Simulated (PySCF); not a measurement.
SMILES CC(C)(C)Cl (C4H9Cl) (CAM-B3LYP/def2-SVP optimised geometry):

```
14

C      0.669    -1.335     1.257
C      0.147     0.094     1.206
C     -1.373     0.138     1.256
C      0.691     0.847     0.000
Cl     0.764     0.951     2.703
H      0.322    -1.890     0.371
H      1.767    -1.351     1.269
H      0.306    -1.853     2.156
H     -1.752    -0.367     2.155
H     -1.736     1.175     1.264
H     -1.790    -0.369     0.371
H      0.343     0.365    -0.928
H      1.790     0.847     0.000
H      0.346     1.890     0.000
```

Method: CAM-B3LYP/def2-TZVP (PySCF).

Problem. What are the frontier orbital energies and the dipole moment?

Solution. HOMO-2 -11.20 eV, HOMO-1 -9.62 eV, HOMO -9.62 eV, LUMO 1.72 eV, LUMO+1 1.92 eV; dipole moment 2.21 D.

On the same geometry PBE/def2-TZVP (PySCF) gives HOMO-2 -8.53 eV, HOMO-1 -6.81 eV, HOMO -6.81 eV, LUMO -0.37 eV, LUMO+1 0.22 eV; dipole moment 2.11 D.

Meta-Löwdin charges at CAM-B3LYP/def2-TZVP: C1 -0.33, C2 0.14, C3 -0.33, C4 -0.33, Cl5 -0.18, H6 0.11, H7 0.12, H8 0.12, H9 0.12, H10 0.12, H11 0.11, H12 0.11, H13 0.12, H14 0.12.
